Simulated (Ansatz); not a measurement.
C$_{2}$H$_{10}$AlNSi (`CC[N]([AlH2])[SiH3]`). Total charge 0; spin multiplicity 1.

| atom | x (Å) | y (Å) | z (Å) |
| --- | --- | --- | --- |
| C1 | 0.6863 | -0.6634 | -1.6660 |
| C2 | -0.4467 | 0.0932 | -0.9959 |
| N3 | -0.2129 | 0.3460 | 0.4311 |
| Al4 | 0.2822 | 1.9730 | 0.9749 |
| Si5 | -0.4901 | -0.9737 | 1.5140 |
| H6 | 0.4632 | -0.8358 | -2.7221 |
| H7 | 0.8525 | -1.6341 | -1.1932 |
| H8 | 1.6183 | -0.0961 | -1.6017 |
| H9 | -0.5907 | 1.0493 | -1.5113 |
| H10 | -1.3847 | -0.4634 | -1.1239 |
| H11 | 0.5582 | 2.2229 | 2.5109 |
| H12 | 0.4096 | 3.0785 | -0.1534 |
| H13 | 0.4555 | -2.1092 | 1.3148 |
| H14 | -0.3359 | -0.4681 | 2.9016 |
| H15 | -1.8649 | -1.5190 | 1.3201 |

(1) What are the harmonic wavenumbers in cm⁻¹ at PBE0-D4/def2-TZVP (Ansatz, finite differences of forces, unscaled)? (An estimate is asked.)

(2) Is this a minimum?

(3) Give the ideal-gas thermochemistry at 298.15 K and 1 bar (rigid rotor, harmonic oscillator; point group C1, symmetry number 1).

(4) And at 400, 500, 600, 800 and 1000 K?

Results:

(1) Ansatz gave: 44, 119, 172, 193, 200, 220, 290, 413, 509, 562, 597, 705, 711, 772, 795, 925, 939, 947, 958, 984, 1101, 1144, 1187, 1328, 1381, 1405, 1480, 1484, 1506, 1929, 1949, 2189, 2199, 2237, 3010, 3046, 3054, 3123, 3127.

(2) Yes, all 39 modes are real.

(3) Zero-point energy 292.7 kJ/mol; H(298) − E = 317.9 kJ/mol; entropy 377.6 J/(mol·K), of which translation 166.7, rotation 115.7, vibration 95.3; G(298) − E = 205.3 kJ/mol. Modes under 100 cm⁻¹ are hindered rotations or soft bends, so the harmonic entropy is rough.

(4) 
```json
{"T (K)": "400", "H − E (kJ/mol)": "333.3", "S (J/mol/K)": "421.8", "G − E (kJ/mol)": "164.6"}
{"T (K)": "500", "H − E (kJ/mol)": "351.3", "S (J/mol/K)": "461.9", "G − E (kJ/mol)": "120.4"}
{"T (K)": "600", "H − E (kJ/mol)": "371.8", "S (J/mol/K)": "499.1", "G − E (kJ/mol)": "72.3"}
{"T (K)": "800", "H − E (kJ/mol)": "418.5", "S (J/mol/K)": "566.1", "G − E (kJ/mol)": "-34.4"}
{"T (K)": "1000", "H − E (kJ/mol)": "471.1", "S (J/mol/K)": "624.6", "G − E (kJ/mol)": "-153.6"}
```
